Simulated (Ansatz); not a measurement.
ClF4Nb (`[F][Nb]([F])([F])([F])[Cl]`), relaxed with RKS PBE0-D4/def2-TZVP in Ansatz from a PBE-D4/def2-SVP geometry. The force threshold is 0.005 eV/Å; the program also tests the step.

Total charge 0; spin multiplicity 1. Nb takes the def2 core potential.

Start:

```xyz
6

F    -0.469   -1.293    1.287
Nb   -0.013    0.018    0.023
F    -1.841    0.304   -0.161
F     1.278    0.569    1.243
F     0.205    1.703   -0.775
Cl    0.840   -1.300   -1.617
```

| step | energy (eV) | largest force (eV/Å) | largest move (Å) |
| --- | --- | --- | --- |
| 1 | -24939.7596 | 0.585 | 0.000 |
| 2 | -24939.7921 | 0.192 | 0.038 |
| 3 | -24939.7940 | 0.034 | 0.011 |
| 4 | -24939.7946 | 0.066 | 0.019 |
| 5 | -24939.7959 | 0.030 | 0.032 |
| 6 | -24939.7977 | 0.008 | 0.049 |
| 7 | -24939.7979 | 0.003 | 0.020 |
| 8 | -24939.7979 | 0.002 | 0.004 |

End:

```xyz
6

F    -0.422   -1.370    1.196
Nb   -0.017    0.026    0.032
F    -1.817    0.369   -0.057
F     1.176    0.624    1.291
F     0.253    1.633   -0.870
Cl    0.827   -1.283   -1.594
```

Hardware: 4 threads of a server CPU on a shared host. Wall time 33 s, peak host memory 0.55 GiB.
